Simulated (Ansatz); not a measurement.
Br2F2Sn, SMILES `[F][Sn]([F])([Br])[Br]`. Charge 0, multiplicity 1. Sn: def2 effective core potential. All single points use the PBE0-D4/def2-TZVP geometry.

```xyz
5

F     1.283   -1.312    0.581
Sn    0.034    0.002    0.042
F     0.261    1.407    1.287
Br    0.624    0.798   -2.167
Br   -2.203   -0.895    0.257
```

(1) What is the dipole moment at r2SCAN/def2-TZVPP? (Estimate.)

(2) And with PBE, B3LYP, ωB97M-V? (Estimate.)

(3) Give the Mulliken charges with r2SCAN, B3LYP, PBE in def2-TZVPP. (Estimate.)

## Answers

(1) Ansatz gave: 1.94 D, with components (-1.23, -0.08, -1.49) D in this frame, pointing from negative to positive charge.

(2) Computed: PBE 1.91 D, B3LYP 2.06 D, ωB97M-V 2.02 D.

(3) Ansatz gave: 
```csv
atom,r2SCAN,B3LYP,PBE
F1,-0.43,-0.44,-0.39
Sn2,1.33,1.35,1.23
F3,-0.43,-0.44,-0.39
Br4,-0.24,-0.24,-0.23
Br5,-0.24,-0.24,-0.23
```

B3LYP here is the variant with VWN-RPA as its local correlation; programs differ in this.
